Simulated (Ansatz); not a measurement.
C5H9O2, doublet, at a GFN2-xTB geometry; BHLYP/STO-3G (Ansatz, a program for electronic structure).

Input for Ansatz:
Ansatz 0.2 input:
```yaml
crystal:
  periodic: [false, false, false]
  atoms:
    - {symbol: C, position_ang: [3.00044396, 0.79759710, 0.66571039]}
    - {symbol: C, position_ang: [2.04587120, -0.27584483, 0.15800473]}
    - {symbol: C, position_ang: [0.59272182, 0.07786896, 0.47280372]}
    - {symbol: C, position_ang: [-0.35921282, -0.99079553, -0.03562520]}
    - {symbol: O, position_ang: [-1.75466371, -0.65762448, 0.31851904]}
    - {symbol: C, position_ang: [-2.41281035, 0.18240398, -0.37523275]}
    - {symbol: O, position_ang: [-2.20749478, 0.84503096, -1.35174181]}
    - {symbol: H, position_ang: [2.90956674, 0.91094893, 1.74349166]}
    - {symbol: H, position_ang: [4.02877643, 0.53229733, 0.43361832]}
    - {symbol: H, position_ang: [2.77920662, 1.75523836, 0.20052992]}
    - {symbol: H, position_ang: [2.29347661, -1.23348074, 0.62104767]}
    - {symbol: H, position_ang: [2.16428389, -0.38738017, -0.92173398]}
    - {symbol: H, position_ang: [0.33960557, 1.03177650, 0.00430436]}
    - {symbol: H, position_ang: [0.46487997, 0.18610122, 1.55204715]}
    - {symbol: H, position_ang: [-0.18226422, -1.95518600, 0.44115568]}
    - {symbol: H, position_ang: [-0.30234651, -1.08694523, -1.12264397]}
basis:
  gaussian:
    orbitals: STO-3G
hamiltonian:
  xc: {name: BHLYP}
magnetization: {spin_polarized: true, initial_magnetization: 1}
```

What the program printed (banner, timings and long lists left out):

```
Functional definition: BHLYP
635 factors; integrals over basis functions are off by at most 4.4e-5 eV
mean field evaluation 1: about -9296.0353 eV, gradient 1.9e1 eV
mean field evaluation 2: about -9294.2792 eV, gradient 3.0e1 eV
mean field evaluation 4: about -9298.4353 eV, gradient 1.2e0 eV
mean field evaluation 8: about -9298.5656 eV, gradient 3.5e-2 eV
mean field evaluation 16: about -9298.5656 eV, gradient 4.3e-5 eV
mean field -9298.56562695 eV, -341.7159839961 hartree, gradient 4.4e-5 eV, S^2 0.753490; 0 other end points of the search recorded, 0 dependent functions left out
reference -9298.56577015 eV, -341.7159892589 hartree; 28, 27 occupied and 16, 17 virtual orbitals, 635 factors
Total energy: -9298.56577015 eV, -341.7159892589 hartree
```
